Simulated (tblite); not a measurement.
Compound: C4H10Si.
Numbering: `[CH2:1]=[CH:2][SiH:3]([CH3:4])[CH3:5]` (hydrogens: H6, H7 on C1; H8 on C2; H9 on Si3; H10, H11, H12 on C4; H13, H14, H15 on C5)

Computed with GFN2-xTB (tblite), gas phase: L-BFGS steps from a force-field or distance-geometry start until the largest atomic force falls under 0.01 eV/Å.

Step 123: E = -417.1850 eV
```
atom  x, y, z in Å  |  force x, y, z in eV/Å
C1      2.5193   -0.1548   -0.3188    0.388   0.123   0.041
C2      1.2798   -0.5587   -0.5119   -0.355  -0.168  -0.029
Si3    -0.2173    0.0201    0.4922   -0.005   0.132  -0.119
C4     -0.8716    1.6943   -0.1468    0.046  -0.080  -0.098
C5     -1.5688   -1.3010    0.3090    0.047  -0.049   0.083
H6      2.7662    0.5939    0.4195   -0.028  -0.056  -0.004
H7      3.3597   -0.5426   -0.8799   -0.057   0.052  -0.013
H8      1.1013   -1.3119   -1.2745    0.028   0.041   0.034
H9      0.1661    0.1836    1.9024    0.030  -0.033   0.063
H10    -1.4310    2.2230    0.6177    0.012   0.011   0.008
H11    -1.5261    1.5687   -1.0041   -0.035  -0.024  -0.013
H12    -0.0502    2.3256   -0.4666    0.027   0.098   0.052
H13    -1.8886   -1.4272   -0.7214    0.022   0.018   0.006
H14    -2.4427   -1.0461    0.8979   -0.057  -0.012   0.005
H15    -1.2007   -2.2591    0.6634   -0.063  -0.054  -0.018
```

Step 124: E = -417.1857 eV
```
atom  x, y, z in Å  |  force x, y, z in eV/Å
C1      2.5153   -0.1541   -0.3186    0.409   0.129   0.045
C2      1.2766   -0.5567   -0.5170   -0.377  -0.178  -0.030
Si3    -0.2202    0.0189    0.4896   -0.005   0.136  -0.123
C4     -0.8673    1.6949   -0.1503    0.046  -0.082  -0.107
C5     -1.5704   -1.3043    0.3145    0.051  -0.049   0.085
H6      2.7595    0.5911    0.4244   -0.025  -0.062  -0.008
H7      3.3576   -0.5389   -0.8793   -0.059   0.055  -0.012
H8      1.0986   -1.3055   -1.2842    0.031   0.043   0.039
H9      0.1647    0.1862    1.8989    0.032  -0.036   0.065
H10    -1.4461    2.2160    0.6049    0.014   0.012   0.005
H11    -1.4998    1.5761   -1.0252   -0.035  -0.027  -0.005
H12    -0.0386    2.3292   -0.4451    0.020   0.106   0.056
H13    -1.9043   -1.4276   -0.7115    0.025   0.023   0.003
H14    -2.4364   -1.0553    0.9172   -0.063  -0.010   0.006
H15    -1.1939   -2.2623    0.6599   -0.064  -0.060  -0.017
```

Step 125: E = -417.1868 eV
```
atom  x, y, z in Å  |  force x, y, z in eV/Å
C1      2.5084   -0.1528   -0.3178    0.413   0.127   0.043
C2      1.2708   -0.5537   -0.5263   -0.382  -0.182  -0.026
Si3    -0.2256    0.0167    0.4837   -0.005   0.141  -0.123
C4     -0.8591    1.6964   -0.1585    0.041  -0.050  -0.112
C5     -1.5738   -1.3107    0.3256    0.041  -0.043   0.087
H6      2.7469    0.5847    0.4348   -0.017  -0.066  -0.011
H7      3.3538   -0.5306   -0.8786   -0.061   0.058  -0.010
H8      1.0948   -1.2935   -1.3024    0.032   0.042   0.042
H9      0.1620    0.1914    1.8916    0.035  -0.042   0.065
H10    -1.4755    2.2028    0.5789    0.042  -0.007  -0.037
H11    -1.4482    1.5897   -1.0659   -0.021  -0.023   0.029
H12    -0.0175    2.3373   -0.4035   -0.030   0.091   0.067
H13    -1.9378   -1.4261   -0.6912    0.034   0.031   0.012
H14    -2.4230   -1.0745    0.9575   -0.057  -0.011  -0.006
H15    -1.1807   -2.2692    0.6503   -0.066  -0.066  -0.020
```

**Question.** Estimate the geometry and energy of step 126. (The exact step hangs on the optimiser's Hessian estimate; all steps are aligned on step 125, rigid shifts and turns removed.)

**Answer.** E = -417.1882 eV, largest force 0.404 eV/Å
```
atom  x, y, z in Å  |  force x, y, z in eV/Å
C1      2.5040   -0.1501   -0.3177    0.384   0.118   0.043
C2      1.2669   -0.5521   -0.5292   -0.360  -0.171  -0.027
Si3    -0.2297    0.0151    0.4818    0.003   0.124  -0.106
C4     -0.8526    1.6970   -0.1640    0.046  -0.066  -0.075
C5     -1.5763   -1.3156    0.3329    0.074  -0.026   0.074
H6      2.7401    0.5801    0.4428   -0.011  -0.064  -0.016
H7      3.3496   -0.5205   -0.8828   -0.055   0.056  -0.005
H8      1.0924   -1.2847   -1.3122    0.029   0.037   0.040
H9      0.1596    0.1921    1.8894    0.033  -0.041   0.059
H10    -1.4845    2.1993    0.5618    0.023  -0.001  -0.014
H11    -1.4201    1.5973   -1.0840   -0.047  -0.033  -0.015
H12    -0.0061    2.3383   -0.3841    0.000   0.112   0.053
H13    -1.9518   -1.4279   -0.6788    0.021   0.034  -0.032
H14    -2.4178   -1.0858    0.9748   -0.096   0.007   0.027
H15    -1.1784   -2.2746    0.6474   -0.043  -0.086  -0.005
```

The energy changes by -0.0015 eV. The first-order estimate −F·Δx gives -0.0019 eV and the mean of the old and new forces, exact on a quadratic surface, -0.0015 eV. The step makes an angle of 87° with the force vector and moves no atom by more than 0.034 Å.

What follows is the cost of the whole relaxation. The run took 1.7 s wall on Intel Xeon at 2.50 GHz, one thread, shared host with 64 logical CPUs at a one-minute load of 60.
